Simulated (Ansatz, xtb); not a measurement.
## C5H6Cl2O: which of two isomers lies lower

Structure a is `C/C(C=O)=C(\Cl)CCl`, a singlet and structure b is `CC(=O)/C(Cl)=C(/C)Cl`, a singlet. Both are isolated molecules in the gas phase, relaxed with B3LYP-D3(BJ)/def2-SVP; each stands in its lowest conformer found.

Q: Estimate which is lower in electronic energy at CCSD(T)/def2-SVP + ΔMP2/def2-TZVPP, and by roughly how much.

A: Too close to call at this level: CCSD(T)/def2-SVP + ΔMP2/def2-TZVPP gives E(b) − E(a) = −0.38 kcal/mol.

How the difference moves with the method:

```
                             level               geometry  E(b) − E(a) (kcal/mol)  departure from the last row (kcal/mol)  job, with rough time for the two
             B3LYP-D3(BJ)/def2-SVP  B3LYP-D3(BJ)/def2-SVP                     −2.37                                   −1.99             optimisation, 3.3 min
                       HF/def2-SVP  B3LYP-D3(BJ)/def2-SVP                     −0.55                                   −0.17           part of the CCSD(T) run
                      MP2/def2-SVP  B3LYP-D3(BJ)/def2-SVP                     −2.33                                   −1.95           part of the CCSD(T) run
                  CCSD(T)/def2-SVP  B3LYP-D3(BJ)/def2-SVP                     −2.09                                   −1.71                      single point
CCSD(T)/def2-SVP + ΔMP2/def2-TZVPP  B3LYP-D3(BJ)/def2-SVP                     −0.38                                                     single point, 2.2 min
```

As drawn, both hold the same kinds of bond in the same numbers. Structure a has 1 methyl group, b 2.

The largest departure from CCSD(T)/def2-SVP + ΔMP2/def2-TZVPP is that of B3LYP-D3(BJ)/def2-SVP, 1.99 kcal/mol. Levels run at GFN2-xTB geometries aren't shown. The last row adds to CCSD(T) the change of the MP2 difference between the two basis sets, here +1.71 kcal/mol.

With thermal terms from frequencies at re-optimised GFN2-xTB minima (ideal gas, soft modes damped towards free rotors, one conformer each, 298.15 K, 1 atm): the zero-point term adds −0.09 kcal/mol; ΔH is −0.30 and ΔG −0.42 kcal/mol.

The correlated steps freeze 16 core orbitals. Programs: Ansatz 0.2.0, xtb 6.7.1; the last row on 4 threads of Arm Neoverse V1 on a shared host.
